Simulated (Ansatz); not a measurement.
Abridged output of a molecular run in Ansatz:

```
Functional definition: HF
1206 factors; integrals over basis functions are off by at most 1.5e-3 eV
mean field evaluation 1: about -68823.7896 eV, gradient 3.1e1 eV
mean field evaluation 2: about -68823.8263 eV, gradient 3.1e1 eV
mean field evaluation 4: about -68826.6107 eV, gradient 3.5e0 eV
mean field evaluation 8: about -68826.6627 eV, gradient 2.8e-4 eV
mean field -68826.66269815 eV, -2529.3332017696 hartree, gradient 2.7e-6 eV, S^2 0.000000; 0 other end points of the search recorded, 0 dependent functions left out
17 core orbitals not correlated: weight in the atoms' cores, before any rotation towards them, 1.000 or more for the frozen orbitals, at most 0.000 for the correlated occupied ones
reference -68826.66269815 eV, -2529.3332017696 hartree; 19, 19 occupied and 86, 86 virtual orbitals, 1206 factors
second order -19.83841008 eV of doubles, -0.00000000 eV of singles
cycle   1  -20.31443102 eV  change   -4.8e-1 eV  update   1.2e-1
cycle   2  -20.93794907 eV  change   -6.2e-1 eV  update   3.5e-2
cycle   3  -21.05771776 eV  change   -1.2e-1 eV  update   1.8e-2
cycle   4  -21.04829841 eV  change    9.4e-3 eV  update   4.6e-3
cycle   5  -21.04709278 eV  change    1.2e-3 eV  update   2.1e-3
cycle   6  -21.04690588 eV  change    1.9e-4 eV  update   5.9e-4
cycle   7  -21.04664400 eV  change    2.6e-4 eV  update   2.1e-4
cycle   8  -21.04664340 eV  change    5.9e-7 eV  update   7.0e-5
cycle   9  -21.04667089 eV  change   -2.7e-5 eV  update   2.4e-5
perturbative correction -0.61472942 eV, -0.0225908896 hartree
Total energy: -68848.32409847 eV, -2530.1292435484 hartree
```

Its atoms:

```xyz
11

F     0.3085   -2.4256    1.0569
B     0.1805   -1.2125    0.5591
C    -0.7754   -0.8411   -0.6409
Si   -0.4042    1.0265   -0.7610
Ge    1.0902    0.6256    1.0646
H    -1.8223   -1.0782   -0.4144
H    -0.5294   -1.4085   -1.5469
H     0.1939    1.4184   -2.0658
H    -1.5977    1.8756   -0.5001
H     0.7555    1.2450    2.4316
H     2.6004    0.7749    0.8169
```

Question: Which basis set was used?
A. def2-TZVPP
B. def2-TZVPPD
C. def2-SVP
D. cc-pV(T+d)Z

Answer: C. It gives 122 functions.

Question: Write the keys of the input that set method, charge and spin (a neutral closed shell needs none for the last two).

Answer: 
```yaml
correlation: {method: ccsd_t}
```
